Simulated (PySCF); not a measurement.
Species: C4H7BN2.
Geometry (GFN2-xTB, Å), atoms numbered from 1 in this order:
```xyz
14
C4H7BN2 angstrom
C      2.174    0.658   -0.054
B      1.583   -0.833   -0.392
N      0.139   -0.724   -0.209
C     -0.990   -0.565   -0.048
C     -2.400   -0.345    0.158
C     -2.631    1.035    0.546
N     -2.812    2.118    0.854
H      1.775    1.418   -0.724
H      1.954    0.966    0.966
H      3.254    0.650   -0.171
H      1.941   -1.668    0.380
H      1.737   -1.154   -1.530
H     -2.952   -0.553   -0.766
H     -2.772   -1.004    0.952
```

The closed-shell ground state was solved at several levels (PySCF, density fitting, gas phase, non-relativistic).

```csv
level,basis functions,HOMO (eV),LUMO (eV),gap (eV),dipole (D)
PBE0/pcSseg-1,154,-7.80,-1.39,6.41,5.93
B3LYP/def2-SVPD,196,-7.63,-1.67,5.96,5.85
```

Task: Estimate the row for B3LYP/pcJ-1, a basis of 259 functions; the other rows only guide the guess.

Result: HOMO -7.62 eV, LUMO -1.63 eV, gap 5.99 eV, dipole 5.94 D.

Task: Over all these levels, which gives the widest orbital gap and which the narrowest?

Result: PBE0/pcSseg-1 (global hybrid, 25 % exact exchange) has the widest, 6.41 eV, and B3LYP/def2-SVPD (global hybrid, 20 % exact exchange) the narrowest, 5.96 eV. Functional and basis both differ between the two, so the spread mixes both effects.

Task: How far do the dipole and the HOMO energy spread over the levels?

Result: The dipole runs from 5.85 to 5.94 D (mean 5.91 D) and the HOMO from -7.80 to -7.62 eV.
